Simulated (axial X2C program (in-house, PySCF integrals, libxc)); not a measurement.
# Which functional? An output for NaRh

An SCF output computed with an in-house all-electron X2C program for linear molecules (integrals from PySCF) for NaRh at 2.739 Å, two-component, state Ω = 3, Rh dyall-cv3z [12s12p8d5f3g], Na dyall-cv3z [9s8p5d2f] (cores contracted in-house), without its first line:

```
basis functions 222  fitting functions 995  grid points 5083
iter        total energy     max residual
   1      -4943.243824429     4.14e+00
   2      -4943.799490273     8.76e-02
   3      -4943.805219032     7.93e-02
   4      -4943.806522853     4.17e-02
   5      -4943.807216992     7.15e-03
   6      -4943.807245340     1.09e-02
   7      -4943.807298966     4.70e-04
   8      -4943.807299357     3.45e-04
   9      -4943.807299611     3.69e-05
  10      -4943.807299637     2.65e-05
  11      -4943.807299660     2.59e-05
  12      -4943.807299661     3.93e-06
converged
one-electron -7011.88235623  Coulomb 2128.85909292  exact exchange -37.87033425  xc functional -116.10951205  nuclear repulsion 95.63443571  atomic mean-field constant -2.43862576
```

Problem. Which level of theory produced it?
A. r2SCAN
B. PBE0
C. HF

Solution. B. The exact-exchange term against the functional term shows a share of 0.25 of exact exchange.
